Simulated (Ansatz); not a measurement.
Isolated molecules relaxed with PBE0-D4/def2-TZVP in Ansatz; ΔE leaves out vibrations. CBS: MP2 limit from def2 TZ/QZ plus the TZ coupled-cluster correction, frozen cores. This one scheme is used for every species. DFT in def2-TZVPP. Each species was taken in one conformer, which may not be the lowest.

Reaction (hydrogenolysis of the Si–Cl bond): `S[Si](Cl)(Cl)Cl` + H₂ → `S[SiH](Cl)Cl` + HCl

`S[Si](Cl)(Cl)Cl`:

Z-matrix (Å, degrees):
```
Si
Cl 1 2.027
Cl 1 2.033 2 109.6
S 1 2.105 2 106.1 3 121.4
Cl 1 2.033 2 109.6 3 -117.3
H 4 1.346 1 93.0 2 180.0
```

H₂:

Z-matrix (Å, degrees):
```
H
H 1 0.746
```

`S[SiH](Cl)Cl`:

Cartesian coordinates in Å:
```
S 0.726 -1.474 0.522
Si -0.337 0.283 0.021
Cl -1.501 0.705 1.636
Cl 0.916 1.848 -0.366
H 1.393 -1.486 -0.647
H -1.197 0.124 -1.166
```

HCl:

Cartesian coordinates in Å:
```
Cl -0.224 -0.168 -0.575
H 0.224 0.168 0.575
```

```csv
level,ΔE (kJ/mol)
ωB97M-V,75.5
MP2/def2-TZVPP,79.8
```

What does CCSD(T)/CBS give? (Estimate.)

Ansatz gave: +73.1 kJ/mol. The listed levels differ from it by 2.4, 6.7 kJ/mol.

Largest T1 diagnostic among the species: 0.010.

In def2-TZVPP, CCSD(T) changes the Hartree–Fock value by +16.3 kJ/mol (the triples alone add +5.1 kJ/mol) and MP2 by +28.8 kJ/mol. Leaving LDA and LC-ωPBE aside and taking each functional with its dispersion term where it has one, the values, not all of them listed here, spread over 14.3 kJ/mol, from B2PLYP to revPBE-D4. LDA lies +4.2 kJ/mol from PBE without D4. The D4 term adds +13.1 kJ/mol with B3LYP and +6.9 kJ/mol with PBE0; it sums over pairs of atoms, weighted by their polarisabilities, and B3LYP, whose exchange is more repulsive, gets the larger term.

B3LYP here is the variant with VWN-RPA as its local correlation; programs differ in this.
